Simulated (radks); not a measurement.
Question: These are the eigenvalues of the occupied orbitals of an atom or ion with whole-number occupations (hartree). Method: non-relativistic Kohn-Sham, B86b exchange with PBE correlation, spin-unpolarised, spherical densities, point nucleus; computed with a radial shooting solver on a logarithmic mesh with Libxc functionals.

| orbital | eigenvalue |
|---|---|
| 1s | -903.3882 |
| 2s | -131.8397 |
| 2p | -122.8135 |
| 3s | -25.54460 |
| 3p | -21.90659 |
| 3d | -15.18336 |
| 4s | -4.94344 |
| 4p | -3.77779 |
| 4d | -1.87635 |
| 5p | -0.95050 |

Which element is it, and in what charge state? The configuration may be excited.

Answer: Z = 47, silver, charge +3: Ag3+ in [Ar] 3d10 4s2 4p5 4d8 5p1. The list shows which subshells hold electrons but not how many an open one holds; the 1s level, -903.39 hartree, gives Z - s = 42.5 by -(Z - s)^2/2, which with screening narrows Z to a few neighbours, and the depths of the outer levels then fix element, charge and occupations together.
